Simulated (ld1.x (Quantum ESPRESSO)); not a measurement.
Plane-wave convergence, TM potential for Fe (Z = 26)

iron (Fe), norm-conserving Troullier–Martins (Kleinman–Bylander form), made with ld1.x (Quantum ESPRESSO) 7.5 (LDA (PZ), fully relativistic). Core [Ar], reference 3d6 4s1.75 4p0 (charge +0.25). Waves: 4p (bound, empty): rc 2.10 bohr; 3d (bound): rc 1.75 bohr; 4f channel at 0.05 Ry: rc 1.90 bohr; 4s (bound): rc 2.50 bohr. Local part: the s channel. Core correction: a·sin(br)/r model core inside 1.55 bohr.

Open shells are filled in proportion to 2j + 1 (rel_dist='average').

The pseudo-atom Hamiltonian at the reference potential is diagonalised in spherical Bessel functions j_l(qr) that vanish at 20 bohr, with q² up to the cutoff. All-electron valence levels (Ry): 4p1/2 -0.2118, 4p3/2 -0.2075, 3d3/2 -0.7226, 3d5/2 -0.7113, 4s -0.5278.

Question: How do the lowest levels (Ry) of each channel move with the cutoff, and are there ghosts?

Answer:

| cutoff (Ry) | p1/2 #1 | p1/2 #2 | p3/2 #1 | d3/2 #1 | d5/2 #1 | f5/2 #1 | f7/2 #1 | s #1 | s #2 | Σ f·Δε (mRy) |
| --- | --- | --- | --- | --- | --- | --- | --- | --- | --- | --- |
| 8 | -0.2082 | 0.0025 | -0.2026 | 0.0098 | 0.0098 | 0.0747 | 0.0747 | -0.5249 | -0.0469 | 4358.4 |
| 15 | -0.2099 | 0.0024 | -0.2053 | 0.0096 | 0.0096 | 0.0747 | 0.0747 | -0.5261 | -0.0471 | 4355.2 |
| 25 | -0.2116 | 0.0022 | -0.2073 | 0.0079 | 0.0078 | 0.0747 | 0.0747 | -0.5276 | -0.0473 | 4342.1 |
| 40 | -0.2117 | 0.0022 | -0.2074 | -0.2364 | -0.2343 | 0.0747 | 0.0747 | -0.5277 | -0.0473 | 2884.3 |
| 60 | -0.2117 | 0.0021 | -0.2075 | -0.6765 | -0.6665 | 0.0747 | 0.0747 | -0.5278 | -0.0473 | 271.8 |
| 90 | -0.2118 | 0.0021 | -0.2075 | -0.7221 | -0.7108 | 0.0747 | 0.0747 | -0.5278 | -0.0473 | 2.8 |
| 120 | -0.2118 | 0.0021 | -0.2075 | -0.7223 | -0.7110 | 0.0747 | 0.0747 | -0.5278 | -0.0473 | 1.6 |
| 180 | -0.2118 | 0.0021 | -0.2075 | -0.7226 | -0.7113 | 0.0747 | 0.0747 | -0.5278 | -0.0473 | 0.0 |
| 400 | -0.2118 | 0.0021 | -0.2075 | -0.7226 | -0.7113 | 0.0747 | 0.0747 | -0.5278 | -0.0473 | 0.0 |

Result: no extra level below or beside the all-electron valence levels (p1/2, p3/2, d3/2, d5/2, f5/2, f7/2, s tested); 10 mRy is reached at 90 Ry and 1 mRy at 140 Ry.

1 of 7 tests not solved or not reliable.
